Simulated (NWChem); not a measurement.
Species: silylphosphine (SiPH₅); SMILES [SiH3]P

```xyz
7

Si    -0.0001     1.0857    -0.0221
P      0.0001    -1.1921    -0.0910
H     -1.2109     1.5693    -0.7367
H      1.2065     1.5696    -0.7438
H      0.0039     1.6565     1.3525
H     -1.0367    -1.3499     0.8747
H      1.0428    -1.3496     0.8684
```
Atoms are numbered in this order, from 1.

Computed with NWChem. Pople sets run with spherical d functions. Geometry: optimised at B3LYP/6-31G* (spherical d). GIAO values for the isolated, static molecule; σ is the absolute isotropic shielding, δ = σ(reference) − σ with the isolated reference molecule computed at the same levels (1H: tetramethylsilane, 31P: phosphine, 29Si: tetramethylsilane).

For level PBE/pcSseg-1:

- δ Si1 (ppm) = -82.9
- δ P2 (ppm) = -16.2
- δ H6 (ppm) = 1.71

**Question.** What are these values for level B3LYP/6-31G*?

**Answer.** The δ Si1 (ppm) is -46.5, the δ P2 (ppm) is -24.4 and the δ H6 (ppm) is 1.60.
